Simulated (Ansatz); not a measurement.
`[BH2][SnH2][CH2]Cl` and `[SiH3][SnH2][CH2]Cl` differ in one atom or group.

Ansatz, PBE0-D4/def2-TZVP geometries, multiplicity 1. Each molecule was computed in one conformer, which needn't be the lowest.

Elements past krypton have def2 core potentials.

```tsv
property	`[BH2][SnH2][CH2]Cl`
HOMO–LUMO gap (PBE0/def2-TZVPP) / eV	6.20
HOMO energy (PBE/def2-TZVPP) / eV	-6.17
size of the dipole moment (B3LYP/def2-TZVPP) / D	1.99
LUMO energy (B3LYP/def2-TZVPP) / eV	-1.26
LUMO energy (PBE/def2-TZVPP) / eV	-1.92
LUMO energy (ωB97M-V/def2-TZVPP) / eV	0.61
```

(1) What does the change do to each property? (Estimate.)

Results:

(1) Ansatz gave: 
```tsv
property	`[SiH3][SnH2][CH2]Cl`	shift
HOMO–LUMO gap (PBE0/def2-TZVPP) / eV	7.22	1.02
HOMO energy (PBE/def2-TZVPP) / eV	-6.42	-0.25
size of the dipole moment (B3LYP/def2-TZVPP) / D	1.42	-0.57
LUMO energy (B3LYP/def2-TZVPP) / eV	-0.63	0.63
LUMO energy (PBE/def2-TZVPP) / eV	-1.19	0.73
LUMO energy (ωB97M-V/def2-TZVPP) / eV	1.07	0.46
```

With PBE0 the HOMO falls by 0.40 eV and the LUMO rises by 0.62 eV, so the gap widens by about 1.02 eV. PBE moves the HOMO by -0.25 eV and ωB97M-V by -0.44 eV. Dipoles are sizes alone; their direction can turn.

B3LYP here is the variant with VWN-RPA as its local correlation; programs differ in this.
